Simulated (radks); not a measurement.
The numbers below are computed, except where a source is named.
Q: The mercury ion Hg2.5+, 77.5 electrons, occupied as [Xe] 4f14 5d8 6s1.5 (fractional occupations, a model configuration). Level of theory: scalar-relativistic Kohn-Sham, BLYP, spin-unpolarised, spherical densities, point nucleus (a radial shooting solver on a logarithmic mesh with Libxc functionals). Some entries of the table are withheld. Estimate them.

orbital,occ.,eigenvalue (eV),<r^2> (bohr^2)
1s,2,-83229.22,0.0003805
2s,2,-14778.11,0.005792
2p,6,-12746.11,(1)
3s,2,-3531.830,0.03732
3p,6,-2944.929,0.03848
3d,10,-2328.074,0.03187
4s,2,-801.9609,0.1798
4p,6,-609.5877,0.2057
4d,10,-381.5640,(2)
5s,2,-150.6296,0.9022
4f,14,-128.7334,0.2803
5p,6,-98.4132,1.193
5d,8,-39.7309,2.180
6s,1.5,-30.9116,5.594

A: 
(1) 2p <r^2> (bohr^2): 0.004897
(2) 4d <r^2> (bohr^2): 0.2327
